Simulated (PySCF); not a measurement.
In(OMe)(SH)2 (CH5InOS2), SMILES [SH][In]([O]C)[SH].

Geometry: B3LYP-D3(BJ)/def2-SVP. The structure was generated by enumeration; whether it is a known compound was not checked. The def2 effective core potentials stand for the cores of In; spin–orbit coupling is left out. One conformer was computed; it need not be the lowest.

Method: B3LYP-D3(BJ)/def2-SVP (PySCF).

Frequencies are harmonic and unscaled.

### Question
Estimate the vibrational spectrum. (Estimate from the structure and the level; the computed values follow.)

### Answer

```csv
mode,ν (cm⁻¹),IR (km/mol),Raman (Å⁴/amu),depolarisation,moving atoms (share of kinetic energy)
1,37,0.9,0.4,0.66,"H 83 %, C 9 %"
2,66,0.2,0.2,0.61,"S 27 %, In 23 %, H 21 %, C 21 %"
3,72,3.7,2.9,0.70,"S 65 %, In 20 %"
4,79,6.4,3.1,0.74,"S 35 %, C 27 %, H 23 %, In 9 %"
5,117,10.3,0.4,0.75,"O 47 %, In 22 %, H 17 %, S 12 %"
6,168,37.4,0.4,0.74,H 92 %
7,209,0.1,3.3,0.75,H 92 %
8,232,13.6,3.5,0.21,"C 34 %, O 34 %, H 21 %"
9,318,5.2,39.0,0.15,S 86 %
10,366,46.4,6.1,0.65,"S 66 %, In 31 %"
11,527,53.0,21.2,0.23,"O 68 %, In 15 %, C 10 %"
12,664,5.1,3.9,0.72,H 95 %
13,696,6.0,5.3,0.75,H 94 %
14,1114,221.6,11.5,0.30,"O 49 %, C 44 %"
15,1169,1.6,2.2,0.57,"H 77 %, C 19 %"
16,1184,3.3,5.4,0.10,"H 71 %, C 20 %, O 9 %"
17,1465,3.1,19.2,0.63,H 95 %
18,1471,6.0,24.3,0.70,H 95 %
19,1478,49.2,17.1,0.70,"H 91 %, C 9 %"
20,2661,0.8,118.1,0.27,H 97 %
21,2665,2.2,129.5,0.29,H 97 %
22,2942,105.2,148.9,0.02,H 97 %
23,2999,75.0,96.4,0.55,"H 91 %, C 9 %"
24,3047,44.0,252.0,0.48,"H 91 %, C 9 %"
```
